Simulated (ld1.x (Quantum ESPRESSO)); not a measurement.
## An all-electron radial function and its pseudo partner (B)

Columns: radius, all-electron u(r) and pseudo u(r) of the 2s shell (level -9.39 eV) of boron in the configuration [He] 2s2 2p1; LDA (PZ), non-relativistic, RRKJ scheme, ld1.x (Quantum ESPRESSO) 7.5.

```json
{"r (bohr)": "0.158", "all-electron": "0.3082", "pseudo": "-0.0773"}
{"r (bohr)": "0.315", "all-electron": "0.2042", "pseudo": "-0.1528"}
{"r (bohr)": "0.473", "all-electron": "-0.0128", "pseudo": "-0.2295"}
{"r (bohr)": "0.630", "all-electron": "-0.2306", "pseudo": "-0.3171"}
{"r (bohr)": "0.788", "all-electron": "-0.4136", "pseudo": "-0.4290"}
{"r (bohr)": "0.945", "all-electron": "-0.5503", "pseudo": "-0.5505"}
{"r (bohr)": "1.102", "all-electron": "-0.6438", "pseudo": "-0.6438"}
{"r (bohr)": "1.260", "all-electron": "-0.7005", "pseudo": "-0.7005"}
{"r (bohr)": "1.418", "all-electron": "-0.7269", "pseudo": "-0.7269"}
{"r (bohr)": "1.575", "all-electron": "-0.7299", "pseudo": "-0.7299"}
{"r (bohr)": "1.732", "all-electron": "-0.7159", "pseudo": "-0.7159"}
{"r (bohr)": "1.890", "all-electron": "-0.6896", "pseudo": "-0.6896"}
{"r (bohr)": "2.047", "all-electron": "-0.6554", "pseudo": "-0.6554"}
{"r (bohr)": "2.205", "all-electron": "-0.6159", "pseudo": "-0.6159"}
{"r (bohr)": "2.362", "all-electron": "-0.5740", "pseudo": "-0.5740"}
{"r (bohr)": "2.520", "all-electron": "-0.5308", "pseudo": "-0.5308"}
{"r (bohr)": "2.678", "all-electron": "-0.4880", "pseudo": "-0.4880"}
{"r (bohr)": "2.835", "all-electron": "-0.4465", "pseudo": "-0.4465"}
{"r (bohr)": "2.992", "all-electron": "-0.4069", "pseudo": "-0.4069"}
{"r (bohr)": "3.150", "all-electron": "-0.3692", "pseudo": "-0.3692"}
{"r (bohr)": "3.308", "all-electron": "-0.3340", "pseudo": "-0.3340"}
{"r (bohr)": "3.465", "all-electron": "-0.3014", "pseudo": "-0.3014"}
{"r (bohr)": "3.622", "all-electron": "-0.2713", "pseudo": "-0.2713"}
{"r (bohr)": "3.780", "all-electron": "-0.2436", "pseudo": "-0.2436"}
{"r (bohr)": "3.938", "all-electron": "-0.2183", "pseudo": "-0.2183"}
{"r (bohr)": "4.095", "all-electron": "-0.1953", "pseudo": "-0.1953"}
```

Problem. How many radial nodes do the two functions have?

Solution. The all-electron 2s function has n − l − 1 = 1; the pseudo-wave has 0, since the states of the same l below it are removed with the core.

Problem. At about which radius was the pseudo-wave matched?

Solution. 1.05 bohr, where the columns begin to agree (steps of 0.16 bohr).

Problem. Is the pseudo-wave norm-conserving?

Solution. Yes: the RRKJ scheme keeps the norm inside the radius equal to the all-electron one, which fixes the energy derivative of the logarithmic derivative at the level.
